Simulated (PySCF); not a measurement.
## How methods differ on the ionisation energy of Ag(44+)

Ag(44+) [He] 2s1 (2S) → Ag(45+) 1s2 (1S), as a difference of total energies. All numbers are calculated (PySCF 2.14, scalar relativity by spin-free X2C-1e, in an even-tempered Gaussian basis (19 s from 20 bohr⁻², ratio 2.2; 8 p from 30 bohr⁻², ratio 2.4; 5 d from 91 bohr⁻², ratio 2.4; 5 f from 140 bohr⁻², ratio 2.4; 4 g from 200 bohr⁻², ratio 2.4)). Correlated levels: nothing frozen; virtual orbitals above 40 to 60 times the deepest correlated orbital energy dropped. The calculations carry no spin-orbit coupling.

```csv
method,ionisation energy (eV),difference from reference (eV)
UHF,7276.7,+5.4
LDA,7270.3,-1.0
PBE,7280.9,+9.6
PBE0,7279.9,+8.6
r2SCAN,7274.1,+2.8
TPSS,7280.0,+8.7
BP86,7280.6,+9.3
MP2 (all electrons),7276.9,+5.6
SCS-MP2 (all electrons),7276.9,+5.6
```

Reference: 7271.3 eV (theoretical estimate listed by NIST; NIST Atomic Spectra Database, ionization energies).

For this ion Breit and QED terms and the two-electron picture change, all absent here, outweigh the differences among the correlated methods.
